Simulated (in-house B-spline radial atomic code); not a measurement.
Values are calculated unless marked as measured or tabulated.
Weak and strong correlation along the adiabatic connection

Two-electron singlets in several external potentials (atomic units), by full CI in B-splines with partial waves to l = 8 (correlation energies up to 0.6 % small). The repulsion is scaled by λ at fixed density; W(λ) is the mean repulsion less the Hartree energy, W(0) = E_x, and the area under W from 0 to 1 is E_xc.

Relative drop (W(λ) − E_x)/E_x:

```json
{"system": "−Z/r, Z = 1, wall at 12 bohr", "λ = 0.12": "0.0336", "λ = 0.25": "0.0645", "λ = 0.4": "0.0945", "λ = 0.6": "0.1271", "λ = 0.8": "0.1535", "λ = 1": "0.1751"}
{"system": "−Z/r, Z = 3.16, wall at 1.87 bohr", "λ = 0.12": "0.0062", "λ = 0.25": "0.0126", "λ = 0.4": "0.0198", "λ = 0.6": "0.0290", "λ = 0.8": "0.0378", "λ = 1": "0.0461"}
{"system": "−Z exp(−kr)/r, Z = 1.38, k = 0.123", "λ = 0.12": "0.0190", "λ = 0.25": "0.0378", "λ = 0.4": "0.0574", "λ = 0.6": "0.0805", "λ = 0.8": "0.1008", "λ = 1": "0.1187"}
{"system": "ω²r²/2 − Z/r, ω = 0.0986, Z = 0.5", "λ = 0.12": "0.0351", "λ = 0.25": "0.0666", "λ = 0.4": "0.0966", "λ = 0.6": "0.1287", "λ = 0.8": "0.1543", "λ = 1": "0.1753"}
{"system": "empty sphere, radius 0.43 bohr", "λ = 0.12": "0.0032", "λ = 0.25": "0.0066", "λ = 0.4": "0.0105", "λ = 0.6": "0.0155", "λ = 0.8": "0.0205", "λ = 1": "0.0253"}
{"system": "−Z/r, Z = 1.99, wall at 4.74 bohr", "λ = 0.12": "0.0110", "λ = 0.25": "0.0224", "λ = 0.4": "0.0347", "λ = 0.6": "0.0499", "λ = 0.8": "0.0639", "λ = 1": "0.0769"}
{"system": "empty sphere, radius 3.39 bohr", "λ = 0.12": "0.0261", "λ = 0.25": "0.0510", "λ = 0.4": "0.0759", "λ = 0.6": "0.1041", "λ = 0.8": "0.1275", "λ = 1": "0.1472"}
```

**Question.** Order the systems by how far second-order (GL2) theory, half the initial slope (estimated from the first points of each curve), overshoots the correlation energy, least first.
A. ω²r²/2 − Z/r, ω = 0.0986, Z = 0.5
B. −Z/r, Z = 1, wall at 12 bohr
C. empty sphere, radius 0.43 bohr
D. empty sphere, radius 3.39 bohr
E. −Z exp(−kr)/r, Z = 1.38, k = 0.123
F. −Z/r, Z = 3.16, wall at 1.87 bohr
G. −Z/r, Z = 1.99, wall at 4.74 bohr

**Answer.** C (GL2/E_c = 1.04), F (GL2/E_c = 1.08), G (GL2/E_c = 1.15), E (GL2/E_c = 1.26), D (GL2/E_c = 1.36), B (GL2/E_c = 1.45), A (GL2/E_c = 1.53).

**Question.** What else changes along this order?

**Answer.** The ratio follows the bend of the curve. With it the leading natural occupation goes from 1.998 to 1.898 and −T_c/E_c from 0.96 to 0.66 between the first and the last.
